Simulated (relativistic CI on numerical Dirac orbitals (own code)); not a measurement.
**d1 to d9 in one octahedral field**

Computed with a parametric ligand-field model without spin-orbit coupling, by exact diagonalisation: B = 600, C = 2370, 10Dq = 23700 cm⁻¹ (Oh; |10Dq|/B = 39.5) for every shell. Energies in cm⁻¹; the field energy is (0.6 n_e − 0.4 n_t2) × 10Dq of the ground term; g labels are left out.

| Shell | Ground term | Electrons in e | Field energy | First spin-allowed bands | Lowest term of other spin |
| --- | --- | --- | --- | --- | --- |
| d1 | 2T2 | 0.000 | -9480 | 2E 23700 |  |
| d2 | 3T1 | 0.015 | -18613 | 3T2 22339, 3T1 29977 | 1T2 8593 |
| d3 | 4A2 | 0.000 | -28440 | 4T2 23700, 4T1 30217 | 2E 11732 |
| d4 | ? | ? | ? | ? | ? |
| d5 | 2T2 | 0.040 | -46451 | 2A2 20679, 2T1 20896 | 4T1 12337 |
| d6 | 1A1 | 0.029 | -56186 | 1T1 22065, 1T2 30293 | 3T1 16988 |
| d7 | 2E | 1.021 | -42172 | 2T1 21923, 2T2 22467 | 4T1 12043 |
| d8 | 3A2 | 2.000 | -28440 | 3T2 23700, 3T1 30217 | 1E 9450 |
| d9 | 2E | 3.000 | -14220 | 2T2 23700 |  |

Problem. Fill in the row of d4.

Solution. Ground term: 3T1; Electrons in e: 0.022; Field energy: -37407; First spin-allowed bands: 3E 21488, 3T1 22070; Lowest term of other spin: 1T2 7098. Low spin: d4, d5, d6, d7; the other shells keep the spin of the free ion. Only d4 to d7 can choose; the field needed to pair spins is smallest for d6 and largest for d5, which loses most exchange energy. In the strong-field picture 10Dq must exceed about 6B + 5C = 15450 (d4), 7.5B + 5C = 16350 (d5), 2.5B + 4C = 10980 (d6) and 4B + 4C = 11880 (d7); mixing of terms shifts these bounds somewhat.
